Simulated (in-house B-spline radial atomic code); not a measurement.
## Ionising the copper ion Cu⁶⁺ with different functionals

Computed with a radial B-spline atomic code at the basis-set limit: scalar-relativistic (spin-free X2C) Hamiltonian, Fermi nucleus of rms radius 3.8823 fm, spin-polarised at highest spin, spherical fractional occupations for the functionals, the average over the highest-spin determinants for Hartree-Fock. The ionisation energy is the difference of two self-consistent energies, [Ar] 3d5 → [Ar] 3d4, without Breit or QED terms; ε is the level of the shell that loses the electron (its least bound occupied spin orbital).

Hybrids are left out here: with spherical fractional occupations of an open shell their exact exchange keeps a self-interaction that integer-occupation calculations don't have.

```json
{"method": "Hartree-Fock", "rung": "Hartree-Fock", "ΔSCF (eV)": "138.36", "-ε(3d) (eV)": "140.71"}
{"method": "LDA VWN5", "rung": "LDA", "ΔSCF (eV)": "139.12", "-ε(3d) (eV)": "125.09"}
{"method": "LDA PW92", "rung": "LDA", "ΔSCF (eV)": "139.10", "-ε(3d) (eV)": "125.08"}
{"method": "LDA exchange-only", "rung": "LDA", "ΔSCF (eV)": "137.37", "-ε(3d) (eV)": "123.40"}
{"method": "PBE", "rung": "GGA", "ΔSCF (eV)": "138.93", "-ε(3d) (eV)": "124.91"}
{"method": "PBEsol", "rung": "GGA", "ΔSCF (eV)": "138.88", "-ε(3d) (eV)": "124.86"}
{"method": "BLYP", "rung": "GGA", "ΔSCF (eV)": "?", "-ε(3d) (eV)": "?"}
{"method": "RPBE", "rung": "GGA", "ΔSCF (eV)": "138.88", "-ε(3d) (eV)": "124.86"}
{"method": "PW91", "rung": "GGA", "ΔSCF (eV)": "139.07", "-ε(3d) (eV)": "125.04"}
{"method": "BP86", "rung": "GGA", "ΔSCF (eV)": "138.92", "-ε(3d) (eV)": "124.89"}
{"method": "AM05", "rung": "GGA", "ΔSCF (eV)": "138.91", "-ε(3d) (eV)": "124.88"}
{"method": "OLYP", "rung": "GGA", "ΔSCF (eV)": "139.76", "-ε(3d) (eV)": "125.68"}
{"method": "TPSS", "rung": "meta-GGA", "ΔSCF (eV)": "138.88", "-ε(3d) (eV)": "124.88"}
{"method": "SCAN", "rung": "meta-GGA", "ΔSCF (eV)": "139.89", "-ε(3d) (eV)": "125.97"}
{"method": "r2SCAN", "rung": "meta-GGA", "ΔSCF (eV)": "139.91", "-ε(3d) (eV)": "125.99"}
{"method": "revTPSS", "rung": "meta-GGA", "ΔSCF (eV)": "?", "-ε(3d) (eV)": "?"}
```

(1) What does revTPSS give?

(2) What does BLYP give?

(3) How do they compare with the NIST value?

## Answers

(1) ΔSCF 138.81 eV, and -ε(3d) = 124.81 eV.

(2) ΔSCF 138.77 eV, and -ε(3d) = 124.72 eV.

(3) NIST lists 139 eV ± 1.2 (semi-empirical, ground level to ground level). Errors run from -1.63 to +0.91 eV; all lie within about twice that uncertainty, so the table can't rank the methods. Hartree-Fock also lacks correlation.
